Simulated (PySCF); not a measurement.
PySCF input for C3H6NO, SMILES CC([N]C)=O, multiplicity 2, PBE0/pcH-1. Geometry optimised at TPSSh-D3(BJ)/def2-SVP. The isomer is the one that the SMILES or the coordinates give; other isomers of the formula were not compared.

```python
import numpy as np
from pyscf import gto, scf, dft
from pyscf.prop.hfc import uks as hfc

mol = gto.M(
    atom='''
    C     1.92009745    0.19338888    0.11881034
    N     0.58590110    0.56931591    0.48486197
    C    -0.47096284   -0.07694491   -0.12447419
    C    -1.73074042   -0.18271377    0.69886059
    O    -0.39364755   -0.41684524   -1.30360364
    H     2.48309325    1.08427293   -0.20821204
    H     2.42982593   -0.16990276    1.03200030
    H     1.95334519   -0.58506625   -0.66198070
    H    -2.43387481   -0.86889832    0.21010642
    H    -2.19305166    0.81352822    0.78448490
    H    -1.50183040   -0.52676442    1.71921583
    ''',
    basis='pcH-1',
    charge=0,
    spin=1,
    max_memory=1600,
    verbose=3,
)
mf = dft.UKS(mol, xc='pbe0').density_fit(auxbasis='def2-universal-jkfit')
mf.grids.level = 3
mf.conv_tol = 1e-10
mf.max_cycle = 100
mf.kernel()
fine, coarse = mf.grids, dft.Grids(mol).set(level=1).build(with_non0tab=True)
for _ in range(3):  # follow internal instabilities
    mf.grids = coarse
    mo, _, stable, _ = mf.stability(return_status=True, nroots=4)
    mf.grids = fine
    if stable:
        break
    mf.kernel(mf.make_rdm1(mo, mf.mo_occ))
A = hfc.HFC(mf).make_fcdip(mf.make_rdm1())  # Fermi contact and dipolar terms, MHz
print('atom   A(iso)/MHz   principal dipolar parts/MHz')
for i, a in enumerate(A):
    w = np.linalg.eigvalsh((a + a.T) / 2)
    print(f'{mol.atom_symbol(i):2s}{i + 1:3d} {w.mean():12.2f}', (w - w.mean()).round(2))
```

Log of the run:

```

WARN: HOMO -0.257431198215546 >= LUMO -0.257431198215539

converged SCF energy = -247.576564477675  <S^2> = 0.76248892  2S+1 = 2.0124502
<class 'pyscf.df.df_jk.DFUKS'> wavefunction is stable in the internal stability analysis
atom   A(iso)/MHz   principal dipolar parts/MHz
C   1       -28.67 [-4.61 -1.31  5.93]
N   2        33.81 [-38.76 -37.82  76.57]
C   3       -34.28 [-16.36   3.97  12.39]
C   4        -0.32 [-1.81 -1.1   2.91]
O   5       -14.14 [-70.35  32.56  37.78]
H   6        83.09 [-5.64 -2.76  8.4 ]
H   7       136.91 [-6.83 -4.63 11.46]
H   8        13.06 [-4.98 -2.85  7.84]
H   9         2.85 [-2.1  -0.93  3.02]
H  10        -7.84 [-2.73 -2.1   4.83]
H  11         5.95 [-4.09 -2.69  6.78]
```

The calculation finished and met its thresholds.
